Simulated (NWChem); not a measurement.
System: CH$_{3}$N$_{2}$S anion

Here is an NWChem input.

```
start job
memory heap 200 mb stack 900 mb global 1100 mb
charge -1
geometry units angstroms noautoz
  N      1.159874    -1.172947     0.010874
  C      0.112167    -0.408126     0.015070
  N     -1.134234    -1.061050     0.043918
  S      0.037783     1.354135     0.003703
  H      1.991781    -0.587238     0.025580
  H     -1.088497    -2.018097    -0.290829
  H     -1.893999    -0.509919    -0.331356
end
basis spherical
  * library 6-31g*
end
dft
  xc xpbe96 cpbe96
  grid xfine
  iterations 150
  mulliken
end
task dft gradient
```

Excerpt of the output:

```
             Northwest Computational Chemistry Package (NWChem) 7.3.0
             --------------------------------------------------------

 C1  symmetry detected

                             Geometry "geometry" -> ""
                             -------------------------

 Output coordinates in angstroms (scale by  1.889725989 to convert to a.u.)

  No.       Tag          Charge          X              Y              Z
 ---- ---------------- ---------- -------------- -------------- --------------
    1 N                    7.0000     1.16518504    -1.16793910    -0.00033749
    2 C                    6.0000     0.10651608    -0.41852019     0.01547492
    3 N                    7.0000    -1.12981934    -1.08960380     0.05765234
    4 S                   16.0000     0.00625746     1.34246649     0.00546733
    5 H                    1.0000     1.98855099    -0.57013077     0.00551669
    6 H                    1.0000    -1.07373464    -2.04582821    -0.27787080
    7 H                    1.0000    -1.90159216    -0.54958335    -0.30917656

 Effective nuclear repulsion energy (a.u.)     145.3388012157

  pbe96 is a nonlocal functional; adding pw91lda local functional.

                                 NWChem DFT Module
                                 -----------------

 Summary of "ao basis" -> "ao basis" (spherical)
 ------------------------------------------------------------------------------
       Tag                 Description            Shells   Functions and Types
 ---------------- ------------------------------  ------  ---------------------
 N                           6-31g*                  6       14   3s2p1d
 C                           6-31g*                  6       14   3s2p1d
 S                           6-31g*                  8       18   4s3p1d
 H                           6-31g*                  2        2   2s

            General Information
            -------------------
          SCF calculation type: DFT
          Wavefunction type:  closed shell.
          No. of atoms     :     7
          No. of electrons :    40
           Alpha electrons :    20
            Beta electrons :    20
          Charge           :    -1
          Spin multiplicity:     1
          Use of symmetry is: off; symmetry adaption is: off
          Maximum number of iterations: 150
          AO basis - number of functions:    66
                     number of shells:    32
          Convergence on energy requested:  1.00D-06
          Convergence on density requested:  1.00D-05
          Convergence on gradient requested:  5.00D-04

              XC Information
              --------------
          PerdewBurkeErnzerhof Exchange Functional  1.000
            Perdew 1991 LDA Correlation Functional  1.000 local
           PerdewBurkeErnz. Correlation Functional  1.000 non-local

             Grid Information
             ----------------
          Grid used for XC integration:  xfine
          Radial quadrature: Mura-Knowles
          Angular quadrature: Lebedev.
          Tag              B.-S. Rad. Rad. Pts. Rad. Cut. Ang. Pts.
          ---              ---------- --------- --------- ---------
          N                   0.65      100           9.0      1454
          C                   0.70      100           8.0      1454
          S                   1.00      125          10.0      1454
          H                   0.35      100          11.0      1202
          Grid pruning is: on
          Number of quadrature shells:   725
          Spatial weights used:  Erf1

      Superposition of Atomic Density Guess
      -------------------------------------

 Sum of atomic energies:        -545.19810921

 Renormalizing density from      39.00 to     40

      Non-variational initial energy
      ------------------------------

 Total energy =    -555.517704
 1-e energy   =   -1064.335421
 2-e energy   =     363.478916
 HOMO         =       0.041705
 LUMO         =       0.362678

     ---------------------------------------------
      Total Density - Mulliken Population Analysis
     ---------------------------------------------

    Atom       Charge   Shell Charges
 -----------   ------   -------------------------------------------------------
    1 N    7     8.09   2.00  0.81  2.42  0.91  1.93  0.02
    2 C    6     5.08   2.00  0.63  1.34  0.42  0.61  0.07
    3 N    7     7.80   2.00  0.77  2.33  0.83  1.85  0.02
    4 S   16    16.92   2.00  2.00  5.96  1.18  2.70  0.69  2.39  0.02
    5 H    1     0.72   0.45  0.27
    6 H    1     0.71   0.44  0.26
    7 H    1     0.68   0.44  0.24

[...]

                         DFT ENERGY GRADIENTS

    atom               coordinates                        gradient
                 x          y          z           x          y          z
   1 N       2.201880  -2.207085  -0.000638   -0.003395   0.021586   0.000795
   2 C       0.201286  -0.790888   0.029243    0.000534  -0.013245   0.002642
   3 N      -2.135049  -2.059053   0.108947    0.002825   0.001241  -0.010628
   4 S       0.011825   2.536894   0.010332    0.002729  -0.003606  -0.000216
   5 H       3.757816  -1.077391   0.010425   -0.004553  -0.007957  -0.000721
   6 H      -2.029064  -3.866055  -0.525100   -0.001106   0.005829   0.003899
   7 H      -3.593488  -1.038562  -0.584259    0.002965  -0.003849   0.004229
```

Level: PBE/6-31G* (spherical d). Sets without diffuse functions describe the anion's extra electron poorly. All runs use the structure optimised with B3LYP/def2-SVPD. The highest occupied level is positive, so the extra electron may be held by the finite basis.
